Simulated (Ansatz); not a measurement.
Isolated molecules relaxed with PBE0-D4/def2-TZVP in Ansatz; ΔE leaves out vibrations. CCSD(T)/CBS adds triple-zeta CCSD(T) − MP2 to the extrapolated MP2 energy (def2 sets, frozen cores). This one scheme is used for every species. Functionals use def2-TZVPP. One conformer a species, not always the lowest.

`O[SiH2][SiH2]O` + H–F → `O[SiH2][SiH2]F` + H₂O  (ligand exchange at the Si–O bond)

```json
{"level": "ωB97X-V", "ΔE (kJ/mol)": "-41.4"}
{"level": "ωB97M-V", "ΔE (kJ/mol)": "-39.9"}
{"level": "B2PLYP", "ΔE (kJ/mol)": "-43.2"}
{"level": "r2SCAN", "ΔE (kJ/mol)": "-41.0"}
{"level": "PBE0", "ΔE (kJ/mol)": "-39.9"}
{"level": "CCSD/def2-TZVPP", "ΔE (kJ/mol)": "-41.2"}
{"level": "MP2/def2-QZVPP", "ΔE (kJ/mol)": "-38.8"}
{"level": "SCS-MP2/def2-QZVPP", "ΔE (kJ/mol)": "-42.6"}
```

Q: What does CCSD(T)/CBS give? (Estimate.)

A: The calculation gave: -40.5 kJ/mol. The listed levels differ from it by -0.9, 0.6, -2.7, -0.5, 0.6, -0.7, 1.7, -2.1 kJ/mol.

Largest T1 diagnostic among the species: 0.012.

In def2-TZVPP, CCSD(T) changes the Hartree–Fock value by +12.9 kJ/mol (the triples alone add +2.2 kJ/mol) and MP2 by +14.7 kJ/mol. The D4 term adds +4.7 kJ/mol with B3LYP and +2.5 kJ/mol with PBE0; it sums over pairs of atoms, weighted by their polarisabilities, and B3LYP, whose exchange is more repulsive, gets the larger term.

B3LYP here is the variant with VWN-RPA as its local correlation; programs differ in this.
